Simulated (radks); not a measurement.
Q: The lutetium ion Lu4+ is in [Xe] 4f13. All-electron calculation, scalar-relativistic Kohn-Sham, BLYP, spin-polarised, spherical densities, finite nucleus; Fermi nuclear charge, rms radius of each element as measured or else 0.836 A^(1/3) + 0.57 fm. Program: a radial shooting solver on a logarithmic mesh with Libxc functionals. Open shells are filled with parallel spins first. One electron is removed from 5s, 4d, 4f, 5p in turn, with full relaxation. Which removal costs least, and what does each cost?

A: 4f 68.346 eV; 5p 82.048 eV; 5s 113.82 eV; 4d 252.47 eV. The 4f electron leaves first.
